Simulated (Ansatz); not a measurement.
Relaxation of CH6BNSi (10 atoms, charge 0, multiplicity 1), to a largest force component of 0.015 eV/Å in at most 40 steps.

Level of theory: RKS PBE-D4/def2-SVP (Ansatz 0.2.0).

```xyz
10
Properties=species:S:1:pos:R:3
N -1.607 0.283 -1.120
B -0.441 -0.078 -0.320
C 0.731 0.348 0.601
Si 0.877 -1.475 0.537
H -1.326 1.015 -1.858
H -2.296 0.852 -0.483
H 1.558 0.886 0.120
H 0.418 0.671 1.649
H 1.640 -2.031 -0.680
H 0.101 -2.283 1.386
```

Problem. Where does it end, and by what steps?

Solution. The forces met the threshold. After 17 steps the energy has fallen by 2.188 eV; H6 moved furthest, 1.23 Å.

| step | energy less start (eV) | largest force component (eV/Å) | accepted |
| --- | --- | --- | --- |
| 0 | 0.0000 | 2.759 | yes |
| 1 | -0.5407 | 1.203 | yes |
| 2 | -0.8081 | 0.855 | yes |
| 3 | -0.9721 | 0.737 | yes |
| 4 | -1.1423 | 1.475 | yes |
| 5 | -1.3526 | 1.876 | yes |
| 6 | -1.6192 | 2.030 | yes |
| 7 | -1.8935 | 1.491 | yes |
| 8 | -2.0189 | 1.135 | yes |
| 9 | -2.0842 | 1.544 | yes |
| 10 | -2.1229 | 0.555 | yes |
| 11 | -2.1750 | 0.400 | yes |
| 12 | -2.1835 | 0.134 | yes |
| 13 | -2.1815 | 0.250 | no |
| 14 | -2.1867 | 0.069 | yes |
| 15 | -2.1822 | 0.162 | no |
| 16 | -2.1877 | 0.024 | yes |
| 17 | -2.1878 | 0.013 | yes |

```xyz
10
Properties=species:S:1:pos:R:3
N -1.513 0.592 -0.981
B -0.516 -0.001 -0.222
C 0.816 0.374 0.504
Si 0.537 -1.541 0.387
H -1.564 1.602 -1.141
H -2.269 0.066 -1.422
H 1.629 0.911 -0.022
H 0.725 0.719 1.554
H 1.424 -2.317 -0.545
H 0.385 -2.217 1.719
```

Whether the end is a true minimum wasn't checked by a vibrational analysis.

Time of the run: 110 s on 1 thread of Intel(R) Xeon(R) Processor @ 2.50GHz (Skylake/Cascade Lake), on a shared host, peak memory 0.15 GiB.
